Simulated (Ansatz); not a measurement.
`CCSBCl` → `CSBCl` + `[CH2]` (triplet) at 298.15 K and 1 bar (formal loss of a carbene).

Isolated molecules relaxed with PBE0-D4/def2-TZVP in Ansatz; ΔE leaves out vibrations. CBS: MP2 limit from def2 TZ/QZ plus the TZ coupled-cluster correction, frozen cores. This one scheme is used for every species. Triplets are unrestricted, without spin–orbit coupling. One conformer a species, not always the lowest.

```csv
species,CCSD(T)/CBS energy (Eh),H − E (kJ/mol),S (J/(mol·K))
`CCSBCl`,-962.13444,235.8,342.7
`CSBCl`,-922.86962,156.8,322.9
`[CH2]` (triplet),-39.09499,55.4,195.3
```

H − E and S are ideal-gas, rigid-rotor, harmonic terms from PBE0-D4/def2-TZVP, for one conformer and one mirror image of each species, with the whole ground term of open shells counted as degenerate. 1 Eh = 2625.50 kJ/mol, R = 8.31446 J/(mol·K).

Task: By hand: ΔE, ΔH, ΔS and ΔG.

Result: ΔE = (-922.86962) + (-39.09499) − (-962.13444) = 0.16983 Eh = 445.9 kJ/mol. Δ(H − E) = 156.8 + 55.4 − 235.8 = -23.6, so ΔH = 422.3 kJ/mol. ΔS = 322.9 + 195.3 − 342.7 = 175.5 J/(mol·K). ΔG = 422.3 − 298.15 × (175.5)/1000 = 370.0 kJ/mol.

Task: By hand: the equilibrium constant, and the temperature at which ΔG would vanish if ΔH and ΔS stayed fixed.

Result: log₁₀ K = −ΔG/(RT ln 10) = -64.8. ΔG = 0 at ΔH/ΔS = 2406 K.

The number of gas molecules changes by +1, which sets the sign of ΔS. A doubt of 5 kJ/mol in ΔE shifts log₁₀ K by 0.9 here. Other conformers and mirror images would add mixing entropy, several J/(mol·K) or more a flexible species. A triplet takes part, so the spin changes. These are equilibria of isolated gas molecules and say nothing of rates. Largest T1 diagnostic: 0.013 (customary marks: 0.02 for closed shells, 0.045 for open ones).
